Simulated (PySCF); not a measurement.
Checking a proposed structure

A compound C4H10O3Si gives the data below (simulated from a calculation) and was assigned the structure `COC[SiH2]OC(C)=O`.

13C{1H} NMR (computed): δ 249.3 (C), 52.6 (CH3, 2C), 40.0 (CH3).

1H NMR (600 MHz, computed): δ 4.51 (s, 1H), 3.97 (s, 6H), 2.40 (s, 3H).

Theory: GIAO PBE0/pcSseg-1 shieldings, geometry from GFN2-xTB, in PySCF 2.14.0 with density-fitted response routines (gas phase, one averaged value for each set of equivalent atoms, non-relativistic, a single conformation).

Shifts are taken against calculated references (same method and geometry level): 1H and 13C against TMS.

Problem. Compare with the shifts computed for the proposed structure, pairing carbons in order of shift.

Solution. Atoms are numbered as in `[CH3:1][O:2][CH2:3][SiH2:4][O:5][C:6]([CH3:7])=[O:8]` (H(Xn): hydrogen on atom n).

```json
{"atom": "C6", "computed for proposal": "176.8", "given list": "249.3", "difference": "-72.5"}
{"atom": "C3", "computed for proposal": "66.3", "given list": "52.6", "difference": "+13.7"}
{"atom": "C1", "computed for proposal": "65.6", "given list": "52.6", "difference": "+13.0"}
{"atom": "C7", "computed for proposal": "24.2", "given list": "40.0", "difference": "-15.8"}
```

The rms difference is 38.3 ppm and the largest -72.5 ppm at C6 (carbonyl carbon). The proposal also would give 4 carbon signals, not 3. The carbon types in order of shift don't match either: C, CH2, CH3, CH3 for the proposal against C, CH3, CH3, CH3 in the data. The proposal doesn't fit.

Problem. Which isomer fits?

Solution. SMILES CO[SiH](OC)C(C)=O.

- Carbon types of the structure: 1 × C, 3 × CH3, leaving 1 H on heteroatoms.
- δC 249.3: carbonyl carbon.
- δC 52.6: methyl carbon bonded to O; the inductive effect lowers its shielding.
- δH 3.97: hydrogen on a methyl carbon bonded to O; its carbon carries O, hence the downfield position.
- δH 2.40: hydrogen on a methyl carbon α to a carbonyl; α to C=O.

Other isomers checked: CO/C=C(\OC)O[SiH3] (rms 58.5 ppm).

The shifts were computed for this structure.

Shifts are as computed. Against solution values, carbons near 30 ppm lie about +3 ppm off and those near 130 ppm about +5 ppm. Of 1211 compounds with measured shifts, 218 miss one by over three times the rms of a fit or turn the order of signals round; such compounds aren't used in these exercises. No couplings were computed; multiplicities are counted from neighbouring protons, with m where these are inequivalent, close in shift, in a saturated or five-membered ring or joined by F or P, and br s for small geminal =CH2 splittings.
